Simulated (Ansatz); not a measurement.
A CCSD(T) single point on `N[SiH](Cl)BO`.

```yaml
crystal:
  periodic: [false, false, false]
  atoms:
    - {symbol: N, position_ang: [-1.220295, -0.524664, -1.106916]}
    - {symbol: Si, position_ang: [-0.409969, -0.735331, 0.377377]}
    - {symbol: Cl, position_ang: [0.905172, -2.366027, 0.433870]}
    - {symbol: B, position_ang: [0.789866, 0.847514, 0.749294]}
    - {symbol: O, position_ang: [1.121728, 1.626729, -0.304094]}
    - {symbol: H, position_ang: [-0.738388, -0.085314, -1.875325]}
    - {symbol: H, position_ang: [-1.915197, -1.178310, -1.429630]}
    - {symbol: H, position_ang: [-1.425928, -1.061526, 1.407786]}
    - {symbol: H, position_ang: [1.244489, 1.087435, 1.837579]}
    - {symbol: H, position_ang: [1.731623, 2.338293, -0.087240]}
basis:
  gaussian: {orbitals: def2-TZVPP}
correlation: {method: ccsd_t}
```

```sh
$ ansatz run in.yaml --threads 4 --pin off --events-out ev --progress --plain --max-ram 10444MiB
```

Log, shortened:

```
Functional definition: HF
1469 factors; integrals over basis functions are off by at most 1.0e-3 eV
mean field evaluation 1: about -24636.8224 eV, gradient 4.6e1 eV
mean field evaluation 2: about -24637.0630 eV, gradient 4.7e1 eV
mean field evaluation 4: about -24641.5013 eV, gradient 3.9e0 eV
mean field evaluation 8: about -24641.5666 eV, gradient 2.7e-1 eV
mean field -24641.56696124 eV, -905.5608831716 hartree, gradient 2.9e-6 eV, S^2 0.000000; 0 other end points of the search recorded, 0 dependent functions left out
13 core orbitals not correlated: weight in the atoms' cores, before any rotation towards them, 1.000 or more for the frozen orbitals, at most 0.000 for the correlated occupied ones
reference -24641.56696124 eV, -905.5608831716 hartree; 15, 15 occupied and 219, 219 virtual orbitals, 1469 factors
second order -23.37896836 eV of doubles, -0.00000000 eV of singles
cycle   1  -24.00438728 eV  change   -6.3e-1 eV  update   1.0e-1
cycle   2  -24.54214646 eV  change   -5.4e-1 eV  update   2.9e-2
cycle   3  -24.66141700 eV  change   -1.2e-1 eV  update   1.6e-2
cycle   4  -24.64664240 eV  change    1.5e-2 eV  update   4.4e-3
cycle   5  -24.64598232 eV  change    6.6e-4 eV  update   2.2e-3
cycle   6  -24.64662565 eV  change   -6.4e-4 eV  update   6.3e-4
cycle   7  -24.64633165 eV  change    2.9e-4 eV  update   2.2e-4
cycle   8  -24.64632196 eV  change    9.7e-6 eV  update   6.7e-5
cycle   9  -24.64634897 eV  change   -2.7e-5 eV  update   2.5e-5
perturbative correction -0.95822410 eV, -0.0352140861 hartree
Total energy: -24667.17153431 eV, -906.5018338765 hartree
```

Hardware: 4 threads of an Arm Neoverse V1 on a shared host. Wall time 2.4 min, peak host memory 5 GiB.

Correlation energy per correlated electron: -0.853 eV. T1 diagnostic: 0.0123.
